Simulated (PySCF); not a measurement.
**PmS at PBE0**

Computed with PBE0; PySCF, spin-free X2C with a Gaussian nucleus, basis sets Pm x2c-SVPall, S x2c-SVPall.

```json
{
 "state": "sextet, about 4.8 electrons in the 4f shell (Mulliken), real f orbitals that mix terms",
 "bond length": "2.368 Å",
 "harmonic wavenumber": "396 cm⁻¹",
 "force constant": "2.42 mdyn/Å",
 "rotational constant Be": "0.1148 cm⁻¹",
 "anharmonicity ωexe": "0.814 cm⁻¹",
 "vibration–rotation constant αe": "0.000401 cm⁻¹",
 "well depth De to Pm (4f5 6s2) + S": "4.39 eV",
 "dissociation energy D0": "4.37 eV",
 "bond order (Mayer)": "2.38",
 "dipole moment (positive dipole means Pm(−)S(+))": "-7.76 D"
}
```

These are scalar-relativistic numbers at best; spin–orbit coupling would shift them, the dissociation energy most. With d or f electrons several states lie close, and the lowest PBE0 determinant need not be the measured ground state.
